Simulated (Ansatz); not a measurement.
Basis-set extrapolation for CH7BO2Si, SMILES `BOC(O)[SiH3]` (PBE0-D4/def2-TZVP geometry, frozen core, Ansatz). Multiplicity 1, RHF reference.

```tsv
	def2-TZVPP	def2-QZVPP
HF	-505.399800	-505.419321
MP2 correlation	-0.873876	-0.939177
CCSD(T) correlation	-0.953100	not run
```

Energies in hartree. Use E(X) = E(∞) + A·exp(−7.88·√X) for Hartree–Fock and E(X) = E(∞) + B·X^(−2.97) for correlation, with X = 3 and 4, and add CCSD(T) minus MP2 of the smaller set to the MP2 limit.

Task: What is the CCSD(T) energy at the basis-set limit?

Result: HF limit: -505.419321 + (-0.019521) × 0.13774 = -505.42201. MP2 limit: -0.939177 + (-0.065301) × 0.74074 = -0.98755. Higher-order term: -0.953100 − (-0.873876) = -0.07922. Total: -506.48878 hartree, 85.3 kcal/mol below CCSD(T)/def2-TZVPP.
